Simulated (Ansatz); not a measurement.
Ideal-gas functions of `[AlH2][BH]CCl` at 298.15 K and 1 bar, from an Ansatz frequency run at PBE0-D4/def2-TZVP.

Molar mass 90.3 g/mol, point group C1 (symmetry number 1), electronic degeneracy 1, moments of inertia 52.144, 234.247, 265.273 u Å². Harmonic wavenumbers (cm⁻¹, unscaled): 68, 113, 183, 247, 443, 499, 583, 640, 775, 786, 843, 999, 1035, 1104, 1170, 1472, 1882, 1892, 2575, 3123, 3199.

Use S(trans) = R[1.5 ln M + 2.5 ln T − 1.1517]; rotational temperatures θ = 24.2544 K / I; S(rot) = R[ln(√π/σ · √(T³/θAθBθC)) + 1.5]; for each mode x = 1.438777 ν̃/T, S = R[x/(eˣ − 1) − ln(1 − e⁻ˣ)] and H = RT x/(eˣ − 1); 1 cm⁻¹ = 0.0119627 kJ/mol; R = 8.31446 J/(mol·K).

**Question.** By hand: the entropy, in J/(mol·K).

**Answer.** Translation 165.0. Rotation: θ = 0.4651, 0.1035, 0.0914 K, giving 110.8. Vibration, mode by mode: 17.62, 13.46, 9.61, 7.33, 3.42, 2.76, 2.01, 1.61, 0.96, 0.92, 0.73, 0.39, 0.34, 0.26, 0.20, 0.06, 0.01, 0.01, 0.00, 0.00, 0.00, in all 61.7. Electronic 0.0. Sum 337.5 J/(mol·K).

**Question.** By hand: H − E and G − E in kJ/mol, counted from the electronic energy.

**Answer.** Zero-point energy ½ × 23631 × 0.0119627 = 141.3; thermal vibration 9.8; translation, rotation and pV give 4 RT = 9.9. H − E = 161.0 kJ/mol, and G − E = 161.0 − 298.15 × 337.5/1000 = 60.4 kJ/mol.

Vibration gives 18 % of the entropy, 31.1 J/(mol·K) of it from the modes under 150 cm⁻¹: soft modes count most, and the harmonic formula is weakest for them. The sum counts one conformer and one mirror image; others add a mixing term.
